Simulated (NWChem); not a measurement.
System: BaH4O2F2; SMILES [F][Ba](<-[OH2])([F])<-[OH2]

NWChem input:

```
start job
memory heap 200 mb stack 900 mb global 1100 mb
geometry units angstroms noautoz
  Ba    -0.884638    -0.004568     0.000000
  F      0.737547     1.690829     0.000000
  F      0.753553    -1.684483     0.000000
  O      0.901647     0.004076    -2.047508
  H      1.244139     0.774078    -1.547025
  H      1.251615    -0.762745    -1.546995
  O      0.901647     0.004076     2.047508
  H      1.251615    -0.762745     1.546995
  H      1.244139     0.774078     1.547025
end
basis spherical
  * library def2-svpd
end
ecp
  Ba library def2-ecp
end
dft
  xc hfexch
  iterations 150
  mulliken
end
task dft energy
```

Output (shortened):

```
             Northwest Computational Chemistry Package (NWChem) 7.3.0
             --------------------------------------------------------

 C2V symmetry detected

                             Geometry "geometry" -> ""
                             -------------------------

 Output coordinates in angstroms (scale by  1.889725989 to convert to a.u.)

  No.       Tag          Charge          X              Y              Z
 ---- ---------------- ---------- -------------- -------------- --------------
    1 Ba                  56.0000     0.00000000     0.00000000    -0.70696560
    2 F                    9.0000     1.68767493     0.00000000     0.92324074
    3 F                    9.0000    -1.68767493    -0.00000000     0.92324074
    4 O                    8.0000     0.00000000    -2.04750800     1.07934030
    5 H                    1.0000     0.76842059    -1.54701000     1.42557393
    6 H                    1.0000    -0.76842059    -1.54701000     1.42557393
    7 O                    8.0000     0.00000000     2.04750800     1.07934030
    8 H                    1.0000    -0.76842059     1.54701000     1.42557393
    9 H                    1.0000     0.76842059     1.54701000     1.42557393

 Effective nuclear repulsion energy (a.u.)     563.1857275585

      Symmetry information
      --------------------

 Group name             C2v
 Group number             16
 Group order               4
 No. of unique centers     4

 Summary of "ao basis" -> "ao basis" (spherical)
 ------------------------------------------------------------------------------
       Tag                 Description            Shells   Functions and Types
 ---------------- ------------------------------  ------  ---------------------
 Ba                        def2-svpd                10       26   4s4p2d
 F                         def2-svpd                 9       23   4s3p2d
 O                         def2-svpd                 9       23   4s3p2d
 H                         def2-svpd                 4        8   2s2p

      Symmetry analysis of basis
      --------------------------

        a1         52
        a2         24
        b1         37
        b2         37

            General Information
            -------------------
          SCF calculation type: DFT
          Wavefunction type:  closed shell.
          No. of atoms     :     9
          No. of electrons :    48
           Alpha electrons :    24
            Beta electrons :    24
          Charge           :     0
          Spin multiplicity:     1
          Use of symmetry is: on ; symmetry adaption is: on
          Maximum number of iterations: 150
          AO basis - number of functions:   150
                     number of shells:    62
          Convergence on energy requested:  1.00D-06
          Convergence on density requested:  1.00D-05
          Convergence on gradient requested:  5.00D-04

              XC Information
              --------------
                     Hartree-Fock (Exact) Exchange  1.000

      Superposition of Atomic Density Guess
      -------------------------------------

 Sum of atomic energies:        -377.46431869

      Non-variational initial energy
      ------------------------------

 Total energy =    -375.459950
 1-e energy   =    -918.894849
 2-e energy   =     345.798319
 HOMO         =      -0.519526
 LUMO         =      -0.111645

      Symmetry analysis of molecular orbitals - initial
      -------------------------------------------------

  Numbering of irreducible representations:

     1 a1          2 a2          3 b1          4 b2

  Orbital symmetries:

     1 a1          2 b1          3 a1          4 b2          5 a1
     6 b1          7 b2          8 a1          9 a1         10 a1
    11 b1         12 b2         13 a2         14 b1         15 b2
    16 a1         17 b1         18 a2         19 a1         20 b1
    21 a1         22 b2         23 a1         24 b2         25 a1
    26 a1         27 b2         28 b1         29 a2         30 a1
    31 b2         32 a1         33 b1         34 a1

     ---------------------------------------------
      Total Density - Mulliken Population Analysis
     ---------------------------------------------

    Atom       Charge   Shell Charges
 -----------   ------   -------------------------------------------------------
    1 Ba  10     8.14   0.27  1.71  0.04  0.01  5.03  0.93  0.00 -0.00  0.16 -0.01
    2 F    9     9.97   1.99  1.17  0.81 -0.00  3.61  2.21  0.17  0.00  0.01
    3 F    9     9.97   1.99  1.17  0.81 -0.00  3.61  2.21  0.17  0.00  0.01
    4 O    8     8.77   1.99  1.11  0.59  0.06  3.04  1.85  0.13  0.01 -0.00
    5 H    1     0.60   0.54  0.01  0.06 -0.01
    6 H    1     0.60   0.54  0.01  0.06 -0.01
    7 O    8     8.77   1.99  1.11  0.59  0.06  3.04  1.85  0.13  0.01 -0.00
    8 H    1     0.60   0.54  0.01  0.06 -0.01
    9 H    1     0.60   0.54  0.01  0.06 -0.01

   convergence    iter        energy       DeltaE   RMS-Dens  Diis-err
 ---------------- ----- ----------------- --------- --------- ---------
 d= 0,ls=0.0,diis     1   -375.7811319146 -5.73D+02  7.93D-03  1.72D+00
 d= 0,ls=0.0,diis     2   -375.8885388005 -1.07D-01  2.61D-03  8.00D-01
 d= 0,ls=0.0,diis     3   -375.9521878135 -6.36D-02  5.77D-04  4.39D-03
 d= 0,ls=0.0,diis     4   -375.9528183657 -6.31D-04  1.56D-04  7.35D-04
 d= 0,ls=0.0,diis     5   -375.9529100333 -9.17D-05  4.35D-05  6.10D-05
  Resetting Diis
 d= 0,ls=0.0,diis     6   -375.9529194973 -9.46D-06  1.58D-05  2.45D-06
 d= 0,ls=0.0,diis     7   -375.9529203196 -8.22D-07  3.30D-06  1.50D-07

         Total DFT energy =     -375.952920319599
      One electron energy =     -927.745927107849
           Coulomb energy =      395.678229219533
    Exchange-Corr. energy =      -41.521801906606
 Nuclear repulsion energy =      197.636579475323

 Numeric. integr. density =        0.000000000000

                  Occupations of the irreducible representations
                  ----------------------------------------------

                     irrep           alpha         beta
                     --------     --------     --------
                     a1               10.0         10.0
                     a2                2.0          2.0
                     b1                6.0          6.0
                     b2                6.0          6.0

                       DFT Final Molecular Orbital Analysis
                       ------------------------------------

 Vector   22  Occ=2.000000D+00  E=-5.113658D-01  Symmetry=a1
              MO Center=  1.4D-13,  7.1D-14,  8.2D-01, r^2= 3.8D+00
   Bfn.  Coefficient  Atom+Function         Bfn.  Coefficient  Atom+Function
  ----- ------------  ---------------      ----- ------------  ---------------
    31      0.319164  2 F  px                54     -0.319164  3 F  px
     7     -0.272673  1 Ba pz                34     -0.241390  2 F  px
    57      0.241390  3 F  px                 2     -0.215287  1 Ba s
    79     -0.204987  4 O  pz               118     -0.204987  7 O  pz
    33      0.192473  2 F  pz                56      0.192473  3 F  pz

 Vector   23  Occ=2.000000D+00  E=-4.974761D-01  Symmetry=a1
              MO Center=  4.7D-14, -1.4D-13,  1.0D+00, r^2= 4.5D+00
   Bfn.  Coefficient  Atom+Function         Bfn.  Coefficient  Atom+Function
  ----- ------------  ---------------      ----- ------------  ---------------
    78      0.294502  4 O  py               117     -0.294502  7 O  py
    31     -0.260396  2 F  px                54      0.260396  3 F  px
    81      0.216075  4 O  py               120     -0.216075  7 O  py
    79     -0.206159  4 O  pz               118     -0.206159  7 O  pz
    34      0.197068  2 F  px                57     -0.197068  3 F  px

 Vector   24  Occ=2.000000D+00  E=-4.906531D-01  Symmetry=b2
              MO Center=  1.5D-15,  1.3D-13,  1.0D+00, r^2= 4.5D+00
   Bfn.  Coefficient  Atom+Function         Bfn.  Coefficient  Atom+Function
  ----- ------------  ---------------      ----- ------------  ---------------
    78     -0.285596  4 O  py               117     -0.285596  7 O  py
    32      0.263269  2 F  py                55      0.263269  3 F  py
    79      0.230455  4 O  pz               118     -0.230455  7 O  pz
    81     -0.215544  4 O  py               120     -0.215544  7 O  py
    35     -0.198536  2 F  py                58     -0.198536  3 F  py

 Vector   25  Occ=0.000000D+00  E=-1.096680D-02  Symmetry=a1
              MO Center= -1.7D-14,  1.0D-13, -3.3D+00, r^2= 1.1D+01
   Bfn.  Coefficient  Atom+Function         Bfn.  Coefficient  Atom+Function
  ----- ------------  ---------------      ----- ------------  ---------------
     4      1.090051  1 Ba s                 16     -0.573713  1 Ba pz
    76     -0.419518  4 O  s                115     -0.419518  7 O  s
    24      0.266800  1 Ba d  0               2     -0.188973  1 Ba s
    13      0.163468  1 Ba pz                 7      0.111548  1 Ba pz
    10      0.110339  1 Ba pz                84     -0.103159  4 O  py

 Vector   26  Occ=0.000000D+00  E= 1.975191D-02  Symmetry=b2
              MO Center= -1.5D-13,  8.2D-14, -2.1D+00, r^2= 2.6D+01
   Bfn.  Coefficient  Atom+Function         Bfn.  Coefficient  Atom+Function
  ----- ------------  ---------------      ----- ------------  ---------------
    15      1.272733  1 Ba py                12     -0.833889  1 Ba py
    76     -0.674212  4 O  s                115      0.674212  7 O  s
    23     -0.642528  1 Ba d -1              84     -0.239624  4 O  py
   123     -0.239624  7 O  py                97      0.173277  5 H  s
   105      0.173277  6 H  s                136     -0.173277  8 H  s

 Vector   27  Occ=0.000000D+00  E= 2.243658D-02  Symmetry=b1
              MO Center=  4.3D-13, -4.0D-15, -1.9D+00, r^2= 2.6D+01
   Bfn.  Coefficient  Atom+Function         Bfn.  Coefficient  Atom+Function
  ----- ------------  ---------------      ----- ------------  ---------------
    14      1.205523  1 Ba px                11     -0.609616  1 Ba px
    25      0.558599  1 Ba d  1              30      0.198476  2 F  s
    53     -0.198476  3 F  s                 20      0.094968  1 Ba d  1
    83      0.088665  4 O  px               122      0.088665  7 O  px
    39     -0.076314  2 F  pz                62      0.076314  3 F  pz

     ---------------------------------------------
      Total Density - Mulliken Population Analysis
     ---------------------------------------------

    Atom       Charge   Shell Charges
 -----------   ------   -------------------------------------------------------
    1 Ba  10     8.15   0.27  1.70  0.02  0.00  5.01  0.95 -0.06  0.00  0.30 -0.04
    2 F    9     9.91   1.99  1.10  0.86  0.04  3.31  2.33  0.28  0.00 -0.01
    3 F    9     9.91   1.99  1.10  0.86  0.04  3.31  2.33  0.28  0.00 -0.01
    4 O    8     8.64   1.99  1.06  0.65  0.11  2.85  1.83  0.15  0.01 -0.01
    5 H    1     0.69   0.64 -0.03  0.07  0.01
    6 H    1     0.69   0.64 -0.03  0.07  0.01
    7 O    8     8.64   1.99  1.06  0.65  0.11  2.85  1.83  0.15  0.01 -0.01
    8 H    1     0.69   0.64 -0.03  0.07  0.01
    9 H    1     0.69   0.64 -0.03  0.07  0.01

     -------------------------------------------
      Total Density - Lowdin Population Analysis
     -------------------------------------------

    Atom       Charge   Shell Charges
 -----------   ------   -------------------------------------------------------
    1 Ba  10     7.88   0.24  1.30  0.12  0.04  4.16  1.41  0.11  0.02  0.39  0.09
    2 F    9     9.80   1.98  1.00  0.72  0.14  3.23  2.22  0.37  0.00  0.15
    3 F    9     9.80   1.98  1.00  0.72  0.14  3.23  2.22  0.37  0.00  0.15
    4 O    8     8.06   1.97  0.80  0.45  0.09  2.66  1.74  0.22  0.01  0.12
    5 H    1     1.10   0.46  0.12  0.18  0.33
    6 H    1     1.10   0.46  0.12  0.18  0.33
    7 O    8     8.06   1.97  0.80  0.45  0.09  2.66  1.74  0.22  0.01  0.12
    8 H    1     1.10   0.46  0.12  0.18  0.33
    9 H    1     1.10   0.46  0.12  0.18  0.33

     Multipole analysis of the density
     ---------------------------------

     L   x y z        total         alpha         beta         nuclear
     -   - - -        -----         -----         ----         -------
     0   0 0 0      0.000000    -24.000000    -24.000000     48.000000

     1   1 0 0      0.000000      0.000000      0.000000      0.000000
     1   0 1 0     -0.000000     -0.000000     -0.000000      0.000000
     1   0 0 1     -3.335622    -32.395150    -32.395150     61.454679

     2   2 0 0    -43.354643   -117.435984   -117.435984    191.517326
     2   1 1 0      0.000000      0.000000      0.000000      0.000000
     2   1 0 1     -0.000000     -0.000000     -0.000000      0.000000
     2   0 2 0    -42.333707   -158.027150   -158.027150    273.720594
     2   0 1 1     -0.000000     -0.000000     -0.000000      0.000000
     2   0 0 2    -29.280985    -98.755801    -98.755801    168.230617
```

Level: Hartree-Fock/def2-SVPD with def2 effective core potentials on Ba. Structure relaxed at the PBE0/def2-SVP level. No frequency run checked for a minimum. def2 effective core potentials on Ba; no spin-orbit coupling.
